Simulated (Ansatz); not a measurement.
Species: [Ga(CH3)3(CH3CN)] (charge 0, multiplicity 1).

Give a relaxed geometry from Ansatz (a first-principles code) with PBE0-D3(BJ)/def2-SVP.

the end point of this relaxation.
Cartesian coordinates (Å) in one orientation:
```xyz
19

Ga    -0.022    -0.058     0.233
C     -0.972    -1.788    -0.020
H     -0.373    -2.508    -0.600
H     -1.941    -1.657    -0.529
H     -1.180    -2.253     0.959
C      1.920    -0.102     0.665
H      2.066    -0.363     1.727
H      2.401     0.876     0.502
H      2.459    -0.855     0.069
C     -1.082     1.527     0.803
H     -0.536     2.470     0.639
H     -1.306     1.464     1.881
H     -2.047     1.590     0.275
C      0.399     1.112    -4.407
C      0.272     0.759    -3.009
N      0.171     0.477    -1.896
H      0.230     2.191    -4.537
H     -0.342     0.559    -5.001
H      1.407     0.861    -4.766
```
